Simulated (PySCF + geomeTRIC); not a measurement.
Computed with PBE0-D4/def2-SVP (PySCF + geomeTRIC). fastk is a local helper that only speeds up exchange builds. No frequencies were computed at this level.

```python
import json, numpy as np
from pyscf import gto, dft
from fastk import lowrank_exchange
atoms = """
In     0.000000     0.000000     0.000000
H      0.253588     1.705283    -0.235167
H     -1.577087    -0.262610     0.686609
H      1.213774    -0.623418     1.079677
O      0.197338    -1.610323    -3.002326
C      0.144360    -1.077759    -2.014228
"""
def scf(charge, spin, dm0=None):
    mol = gto.M(atom=atoms, basis='def2-svp', ecp={'In': 'def2-svp'}, charge=charge, spin=spin, verbose=3, max_memory=10080)
    mf = dft.KS(mol, xc='pbe0').density_fit(auxbasis="def2-universal-jkfit")
    mf.disp = 'd4'
    mf.grids.level = 3
    mf.conv_tol = 1e-8
    mf.max_cycle = 60
    mf.kernel(dm0)
    if not mf.converged:
        mf = mf.newton().run(mf.mo_coeff, mf.mo_occ).undo_soscf()
    return mf
mf = scf(0, 0)
from pyscf.geomopt.geometric_solver import kernel as optimize
path = []
done, mol = optimize(mf, maxsteps=80, assert_convergence=False, callback=lambda env: path.append((env["energy"], bool(env["g_scanner"].converged))))
res = dict(converged=bool(done and path[-1][1]), energy=path[-1][0], path=[e for e, c in path], xyz=mol.atom_coords(unit="Angstrom").tolist(), nao=mol.nao)
json.dump(res, open("result.json", "w"))
```

Output:

```
converged SCF energy = -304.967869600782
Geometry optimization cycle 1
converged SCF energy = -304.967869600793
cycle 1: E = -304.967869601  dE = -304.968  norm(grad) = 0.0430624
Geometry optimization cycle 2
converged SCF energy = -304.978885223167
cycle 2: E = -304.978885223  dE = -0.0110156  norm(grad) = 0.0299015
Geometry optimization cycle 3
converged SCF energy = -304.984273223391
cycle 3: E = -304.984273223  dE = -0.005388  norm(grad) = 0.0079502
Geometry optimization cycle 4
converged SCF energy = -304.985035850194
cycle 4: E = -304.98503585  dE = -0.000762627  norm(grad) = 0.00797314
Geometry optimization cycle 5
converged SCF energy = -304.985464410916
cycle 5: E = -304.985464411  dE = -0.000428561  norm(grad) = 0.00377481
Geometry optimization cycle 6
converged SCF energy = -304.985560301772
cycle 6: E = -304.985560302  dE = -9.58909e-05  norm(grad) = 0.00054368
Geometry optimization cycle 7
converged SCF energy = -304.985564996596
cycle 7: E = -304.985564997  dE = -4.69482e-06  norm(grad) = 9.14885e-05
Geometry optimization cycle 8
converged SCF energy = -304.985565092333
cycle 8: E = -304.985565092  dE = -9.57374e-08  norm(grad) = 7.26336e-05
<class 'geometric.internal.Distance'> : 5
<class 'geometric.internal.Angle'> : 6
<class 'geometric.internal.LinearAngle'> : 2
<class 'geometric.internal.TranslationX'> : 1
<class 'geometric.internal.TranslationY'> : 1
<class 'geometric.internal.TranslationZ'> : 1
<class 'geometric.internal.RotationA'> : 1
<class 'geometric.internal.RotationB'> : 1
<class 'geometric.internal.RotationC'> : 1
Step    0 : Gradient = 1.758e-02/3.799e-02 (rms/max) Energy = -304.9678696008
Step    1 : Displace = 9.727e-02/1.176e-01 (rms/max) Trust = 1.000e-01 (=) Grad = 1.221e-02/2.664e-02 (rms/max) E (change) = -304.9788852232 (-1.102e-02) Quality = 1.699
Step    2 : Displace = 1.375e-01/1.866e-01 (rms/max) Trust = 1.414e-01 (+) Grad = 3.246e-03/6.217e-03 (rms/max) E (change) = -304.9842732234 (-5.388e-03) Quality = 0.696
Step    3 : Displace = 5.454e-02/6.742e-02 (rms/max) Trust = 1.414e-01 (=) Grad = 3.255e-03/6.145e-03 (rms/max) E (change) = -304.9850358502 (-7.626e-04) Quality = 1.038
Step    4 : Displace = 2.359e-02/3.457e-02 (rms/max) Trust = 2.000e-01 (+) Grad = 1.541e-03/2.683e-03 (rms/max) E (change) = -304.9854644109 (-4.286e-04) Quality = 1.369
Step    5 : Displace = 1.554e-02/2.302e-02 (rms/max) Trust = 2.828e-01 (+) Grad = 2.220e-04/4.601e-04 (rms/max) E (change) = -304.9855603018 (-9.589e-05) Quality = 1.144
Step    6 : Displace = 5.130e-03/7.227e-03 (rms/max) Trust = 3.000e-01 (+) Grad = 3.735e-05/6.994e-05 (rms/max) E (change) = -304.9855649966 (-4.695e-06) Quality = 1.060
Step    7 : Displace = 1.008e-03/1.401e-03 (rms/max) Trust = 3.000e-01 (=) Grad = 2.965e-05/5.093e-05 (rms/max) E (change) = -304.9855650923 (-9.574e-08) Quality = 0.627
Converged! =D
```

Cost: very roughly 60 core-seconds.
